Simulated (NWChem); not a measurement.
Species: ZrHF₃; SMILES [F][ZrH]([F])[F]

```xyz
5

Zr     0.0000     0.0000    -0.1237
F      1.8254     0.0592     0.4115
F     -0.8614    -1.6105     0.4115
F     -0.9640     1.5513     0.4115
H      0.0000     0.0000    -1.9832
```
Atoms are numbered in this order, from 1.

Level: PBE-D3(BJ)/def2-SVP with def2 effective core potentials on Zr (NWChem), optimised geometry, unscaled harmonic frequencies. def2 effective core potentials on Zr; no spin-orbit coupling.

```json
[
 {"frequency (cm⁻¹)": "153", "IR intensity (km/mol)": "19.8"},
 {"frequency (cm⁻¹)": "157", "IR intensity (km/mol)": "10.7"},
 {"frequency (cm⁻¹)": "157", "IR intensity (km/mol)": "10.7"},
 {"frequency (cm⁻¹)": "489", "IR intensity (km/mol)": "52.3"},
 {"frequency (cm⁻¹)": "489", "IR intensity (km/mol)": "52.3"},
 {"frequency (cm⁻¹)": "670", "IR intensity (km/mol)": "33.3"},
 {"frequency (cm⁻¹)": "705", "IR intensity (km/mol)": "193.8"},
 {"frequency (cm⁻¹)": "705", "IR intensity (km/mol)": "193.8"},
 {"frequency (cm⁻¹)": "1688", "IR intensity (km/mol)": "250.8"}
]
```

```json
{
 "zero_point_energy": "7.4 kcal/mol",
 "thermal correction to the enthalpy at 298.15 K (with zero-point energy)": "11.5 kcal/mol",
 "heat capacity Cv": "16.8 cal/(mol K)",
 "entropy at 298.15 K and 1 atm (symmetry number 3)": "74.9 cal/(mol K)"
}
```

Rigid rotor and harmonic oscillator.
